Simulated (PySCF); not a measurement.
CH6Cl2OSi2.

```xyz
12

C      1.7382    -1.1756    -0.8308
Si     0.5017     0.0085    -0.1045
Cl     1.3357     1.9058    -0.0515
Cl     0.1214    -0.6047     1.8608
Si    -1.6472     0.0372    -1.0287
O     -2.3617    -1.3926    -0.5396
H      1.3123    -2.1903    -0.8578
H      2.6551    -1.1918    -0.2224
H      1.9997    -0.8729    -1.8563
H     -2.3594     1.2552    -0.5321
H     -1.6397     0.0340    -2.5175
H     -2.2378    -1.5981     0.3943
```

Coordinates come from a PBE0-D3(BJ)/def2-SVP optimisation. The structure was generated by enumeration, and PubChem lists no compound with its InChIKey, so it may never have been made. One conformer was computed; it need not be the lowest.

All values below come from PySCF with PBE/pcSseg-1. Non-relativistic, no solvent.

Computed absolute GIAO shielding of each atom: isotropic value and principal components (ppm):
| atom | σ(iso) | σ11 | σ22 | σ33 | span |
|---|---|---|---|---|---|
| C1 | 170.5 | 158.1 | 167.8 | 185.6 | 27.5 |
| Si2 | 282.9 | 263.3 | 276.2 | 309.3 | 46.0 |
| Cl3 | 845.6 | 711.5 | 889.8 | 935.5 | 224.0 |
| Cl4 | 849.2 | 719.5 | 889.7 | 938.3 | 218.8 |
| Si5 | 362.6 | 313.6 | 329.4 | 444.7 | 131.1 |
| O6 | 325.1 | 287.7 | 321.3 | 366.4 | 78.8 |
| H7 | 30.4 | 26.3 | 28.5 | 36.4 | 10.0 |
| H8 | 30.1 | 26.5 | 28.3 | 35.7 | 9.2 |
| H9 | 30.6 | 26.7 | 27.8 | 37.3 | 10.6 |
| H10 | 25.9 | 22.3 | 25.0 | 30.3 | 8.0 |
| H11 | 26.1 | 23.2 | 24.8 | 30.2 | 7.0 |
| H12 | 30.7 | 21.1 | 28.9 | 42.1 | 21.0 |
